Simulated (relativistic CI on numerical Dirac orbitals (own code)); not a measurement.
Re⁶⁺: L2,3 absorption edge

Computed with this model: Dirac-Coulomb-Breit CI, KLI orbitals optimised for each configuration, a model potential for QED, multiplet model of core-to-valence dipole absorption, unscaled Slater integrals; configurations [Xe] 4f14 5d → [He] 2s2 2p5 3s2 3p6 3d10 4s2 4p6 4d10 4f14 5s2 5p6 5d2; 80 K; Lorentzian 7.5 eV and Gaussian 1 eV FWHM. Energies are those of the free ion, without screening or charge transfer. The branching ratio is the share of the lower-energy edge in the whole absorption, uncertain by about 0.02 where the edges overlap. S is read from ⟨S²⟩ = S(S + 1).

Field parameters in Wybourne normalisation: D3d B²₀ = −7Dσ, B⁴₀ = −14Dq − 21Dτ, B⁴₃ = −14√(10/7) Dq; D4h B²₀ = −7Ds, B⁴₀ = 21(Dq − Dt), B⁴₄ = 21√(5/14) Dq. The field is a parameter set, without covalency.

free ion: ground-state S = 0.50, centroid 10883.03 eV, branching ratio 0.761. Peaks (eV, height): 10543.5 (100), 11966.0 (31).

D3d, 10Dq = 20350, Dσ = 580, Dτ = 350 cm⁻¹: ground-state S = 0.50, centroid 10914.43 eV, branching ratio 0.739. Peaks (eV, height): 10544.0 (100), 11966.0 (34).

D4h, 10Dq = 39100, Ds = 750, Dt = -130 cm⁻¹: ground-state S = 0.50, centroid 10917.87 eV, branching ratio 0.737. Peaks (eV, height): 10545.0 (100), 11965.0 (35).

The statistical ratio of this edge is 2/3 = 0.667. Values above it arise where the holes sit mainly in the j = l + 1/2 valence subshell or the ground state has high spin; values below it where core-valence Coulomb terms move weight to the upper edge, as in nearly empty shells. At deep edges of heavy elements the radial integrals of the two core levels differ, which raises the baseline.

Strongest unbroadened transitions for free ion:

| Energy (eV) | Relative strength |
| --- | --- |
| 10540.68 | 4.0 |
| 10540.73 | 11.6 |
| 10541.95 | 26.9 |
| 10542.16 | 66.3 |
| 10543.15 | 31.6 |
| 10543.52 | 69.1 |
| 10543.56 | 69.7 |
| 10543.61 | 21.2 |
| 10543.80 | 32.9 |
| 10544.15 | 92.5 |
| 10544.86 | 95.5 |
| 10545.14 | 13.8 |
| 11965.15 | 25.9 |
| 11965.58 | 100.0 |
| 11967.57 | 23.3 |
| 11967.80 | 11.4 |
| 11967.86 | 2.2 |
| 11973.05 | 5.0 |
